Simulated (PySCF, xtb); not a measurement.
C₂H₄Cl₂Si₂, SMILES [SiH3]C#C[SiH](Cl)Cl. Atoms are numbered in the order given.

```xyz
10

Si     3.7092    -0.0258     0.5694
C      1.8720    -0.1183     0.4608
C      0.6515    -0.1762     0.3828
Si    -1.1626    -0.2721     0.2830
Cl    -1.9368     1.6415     0.2778
Cl    -1.6889    -1.2323    -1.4669
H      4.2239     0.7510    -0.5903
H      4.2654    -1.4056     0.5444
H      4.0854     0.6492     1.8409
H     -1.7310    -1.0146     1.4253
```

Coordinates come from a B3LYP-D3(BJ)/def2-SVP optimisation. This is a generated structure with no PubChem entry under its InChIKey; it may be hypothetical.

The numbers are results of C-PCM-B3LYP/def2-SVP run with PySCF, not measurements.

The values are the electrostatic part of the solvation free energy, E(continuum) − E(gas) at the gas-phase geometry, in a cavity of scaled van der Waals radii (PySCF's table); cavitation and dispersion terms are not included. In vacuum the orbital gap is 6.88 eV. The dipole moment in vacuum is 1.81 D.

| solvent | ε | ΔG(elec) (kcal/mol) | dipole (D) | gap (eV) |
|---|---|---|---|---|
| water | 78.36 | -1.5 | 2.25 | 6.93 |
| chlorobenzene | 5.70 | -1.3 | 2.16 | 6.92 |
| diethylether | 4.24 | -1.2 | 2.13 | 6.92 |

For comparison, GFN2-xTB/ALPB(water) (xtb, at the GFN2-xTB geometry, all terms of that model) gives -0.3 kcal/mol.
